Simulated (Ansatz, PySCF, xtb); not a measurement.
Reaction R1 + R2 → P1, each structure at its B3LYP-D3(BJ)/def2-TZVP stationary point, reached from a drawn start (curvature not checked).
P1, H2O2S2 (SMILES OSSO) (charge 0, multiplicity 1, Z-matrix in Å and degrees):
```
S
O 1 1.6809
H 2 0.9668 1 107.81
S 1 1.9768 2 108.28 3 94.33
O 4 1.6809 1 108.28 2 -90.28
H 5 0.9668 4 107.81 1 94.33
```
R1: H2S (SMILES S), charge 0, multiplicity 1.
R2: SO2 (SMILES O=S=O), charge 0, multiplicity 1.

```tsv
level	reaction energy (kcal/mol)
GFN1-xTB	-28.11
GFN2-xTB	-4.54
HF/cc-pV(T+d)Z	6.70
HF/cc-pV(Q+d)Z	7.02
SVWN5/def2-TZVPP	-6.35
PBE/def2-TZVPP	1.77
PBE-D3(BJ)/def2-TZVPP	0.28
PBE-D4/def2-TZVPP	0.08
BLYP/def2-TZVPP	7.30
BLYP-D3(BJ)/def2-TZVPP	3.92
BLYP-D4/def2-TZVPP	3.68
revPBE/def2-TZVPP	5.72
revPBE-D3(BJ)/def2-TZVPP	2.28
revPBE-D4/def2-TZVPP	1.44
r2SCAN-D3(BJ)/def2-TZVPP	2.91
r2SCAN-D4/def2-TZVPP	2.95
B97M-V/def2-TZVPP	4.62
B3LYP/def2-TZVPP	5.11
B3LYP-D3(BJ)/def2-TZVPP	2.29
PBE0/def2-TZVPP	0.48
PBE0-D3(BJ)/def2-TZVPP	-0.91
PBE0-D4/def2-TZVPP	-0.97
BHLYP/def2-TZVPP	2.71
BHLYP-D3(BJ)/def2-TZVPP	0.31
BHLYP-D4/def2-TZVPP	0.39
M06-2X/def2-TZVPP	-1.90
CAM-B3LYP-D3(BJ)/def2-TZVPP	3.14
wB97X-V/def2-TZVPP	3.27
B2PLYP/def2-TZVPP	8.63
B2PLYP-D3(BJ)/def2-TZVPP	7.19
MP2/cc-pV(D+d)Z	14.91
MP2/cc-pV(Q+d)Z	12.78
MP2/CBS(cc-pV(T+d)Z, cc-pV(Q+d)Z)	11.46
SCS-MP2/cc-pV(D+d)Z	14.55
CCSD/cc-pV(D+d)Z	7.77
CCSD/cc-pV(T+d)Z	8.42
CCSD/cc-pV(Q+d)Z	7.12
CCSD(T)/cc-pV(D+d)Z	10.13
CCSD(T)/cc-pV(Q+d)Z	8.22
CCSD(T)/CBS(cc-pV(T+d)Z, cc-pV(Q+d)Z)	6.81
```

P less R. No zero-point or thermal terms. One arrangement of each flexible species, with no search for the lowest.

Cores are frozen in the correlated methods. CBS: X⁻³ extrapolation of the correlation energy, Hartree–Fock from the larger set.

Codes used: Ansatz (Gaussian orbitals); PySCF for M06-2X and the D3/D4 terms; xtb for the GFN methods. All values are computed, each at the level named.

Ansatz is a first-principles code.
